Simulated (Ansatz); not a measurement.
Calculated with Ansatz (gas phase, PBE0-D4/def2-TZVP geometries, no zero-point term in ΔE). CBS: MP2 limit from def2 TZ/QZ plus the TZ coupled-cluster correction, frozen cores. This one scheme is used for every species, atoms too. For atomizations the MP2-based limit and the directly extrapolated one differ by several kJ/mol either way, and by 10 to 25 for some Ge, Se and Sn compounds, so smaller differences from it don't rank the levels. DFT in def2-TZVPP. No spin–orbit coupling; open shells (•) take unrestricted orbitals. Spin–orbit coupling would lower the free atoms: a little for C, Si; clearly for Ge. For Ge outer-core shells are correlated without core-valence functions, so the limit isn't a true one: a few kJ/mol of doubt a bond, and 10 to 20 or more in all where bonds break to atoms. Scalar relativity is left out up to krypton.

Consider the atomization: `[SiH3][GeH]1[CH2][SiH2]1` → C• + Ge• + 8 H• + 2 Si•.

`[SiH3][GeH]1[CH2][SiH2]1`:

Cartesian coordinates in Å:
```
Si -1.508 0.366 -1.625
Ge -0.110 0.861 0.206
C 0.260 -0.722 1.407
Si 1.865 -0.277 0.552
H -1.332 1.365 -2.712
H -2.942 0.338 -1.230
H -1.118 -0.978 -2.128
H -0.369 2.145 1.002
H -0.232 -1.650 1.126
H 0.173 -0.524 2.472
H 2.375 -1.227 -0.464
H 2.939 0.302 1.393
```

| level | ΔE (kJ/mol) |
| --- | --- |
| revPBE-D4 | 3593.4 |
| BLYP | 3545.7 |
| r2SCAN0 | 3642.0 |
| MP2/CBS(def2) | 3660.3 |

What does CCSD(T)/CBS give? (An estimate is asked.)

Computed: +3677.7 kJ/mol. The listed levels differ from it by -84.3, -132.0, -35.7, -17.4 kJ/mol.

Largest T1 diagnostic among the species: 0.012.

From PBE to PBE0 (25 % exact exchange), in def2-TZVPP and without D4, ΔE moves by −9.5 kJ/mol: exact exchange takes away binding that semilocal exchange gives to molecules. Leaving LDA and LC-ωPBE aside and taking each functional with its dispersion term where it has one, the values, not all of them listed here, spread over 104.3 kJ/mol, from revPBE-D4 to B97M-V. LDA lies +469.5 kJ/mol from PBE without D4, its usual overbinding.
